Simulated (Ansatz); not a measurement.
Species: dibromo(difluoro)silane, sum formula SiBr2F2 (charge 0, singlet). 
Coordinates optimised at B3LYP-D3(BJ)/def2-TZVP (Ansatz, a first-principles code):
SMILES: F[Si](F)(Br)Br
```xyz
5

Si    -0.0274    -0.6667     0.0171
F     -0.0188    -1.5699     1.3120
F     -0.1128    -1.6312    -1.2299
Br    -1.7949     0.6213     0.0514
Br     1.8397     0.4685    -0.0793
```
Charge 0, spin multiplicity 1.

Property: vertical triplet-singlet gap (E(triplet) - E(singlet); each state is the SCF solution reached for its spin; for the triplet the Hartree-Fock reference is unstable and T1 is 0.021), in kJ/mol. Valence correlation only, unless marked. UHF or UKS for open shells. No spin-orbit coupling. Frozen are the shells of the preceding noble gas and the d and f shells that filled before the atom's block. Non-relativistic.  The program attaches cautions to a run behind CCSD/def2-SVPD: other roots. The program attaches cautions to a run behind CCSD/def2-TZVPPD: other roots. The program attaches cautions to a run behind CCSD(T)/def2-SVPD: other roots. The program attaches cautions to a run behind CCSD(T)/def2-TZVPPD: other roots.

```json
[
 {"level": "HF/def2-QZVPPD", "program": "Ansatz", "vertical triplet-singlet gap (kJ/mol)": "659.4"},
 {"level": "RI-HF/def2-TZVPPD", "program": "Ansatz", "vertical triplet-singlet gap (kJ/mol)": "659.8"},
 {"level": "SVWN5/def2-TZVPD", "program": "Ansatz", "vertical triplet-singlet gap (kJ/mol)": "564.6"},
 {"level": "PBE/def2-TZVPD", "program": "Ansatz", "vertical triplet-singlet gap (kJ/mol)": "560.5"},
 {"level": "r2SCAN/def2-TZVPD", "program": "Ansatz", "vertical triplet-singlet gap (kJ/mol)": "598.1"},
 {"level": "B3LYP/def2-TZVPD", "program": "Ansatz", "vertical triplet-singlet gap (kJ/mol)": "594.5"},
 {"level": "PBE0/def2-TZVPD", "program": "Ansatz", "vertical triplet-singlet gap (kJ/mol)": "605.5"},
 {"level": "BHLYP/def2-TZVPD", "program": "Ansatz", "vertical triplet-singlet gap (kJ/mol)": "642.5"},
 {"level": "CAM-B3LYP/def2-TZVPD", "program": "Ansatz", "vertical triplet-singlet gap (kJ/mol)": "631.1"},
 {"level": "wB97M-V/def2-TZVPD", "program": "Ansatz", "vertical triplet-singlet gap (kJ/mol)": "651.5"},
 {"level": "wB97X-V/def2-TZVPD", "program": "Ansatz", "vertical triplet-singlet gap (kJ/mol)": "665.6"},
 {"level": "B2PLYP/def2-TZVPD", "program": "Ansatz", "vertical triplet-singlet gap (kJ/mol)": "627.2"},
 {"level": "RI-MP2/def2-TZVPPD", "program": "Ansatz", "vertical triplet-singlet gap (kJ/mol)": "693.6"},
 {"level": "RI-MP2/def2-QZVPPD", "program": "Ansatz", "vertical triplet-singlet gap (kJ/mol)": "697.0"},
 {"level": "CCSD/def2-SVPD", "program": "Ansatz", "vertical triplet-singlet gap (kJ/mol)": "663.4"},
 {"level": "CCSD/def2-TZVPPD", "program": "Ansatz", "vertical triplet-singlet gap (kJ/mol)": "668.4"},
 {"level": "CCSD(T)/def2-SVPD", "program": "Ansatz", "vertical triplet-singlet gap (kJ/mol)": "650.9"},
 {"level": "CCSD(T)/def2-TZVPPD", "program": "Ansatz", "vertical triplet-singlet gap (kJ/mol)": "654.4"}
]
```
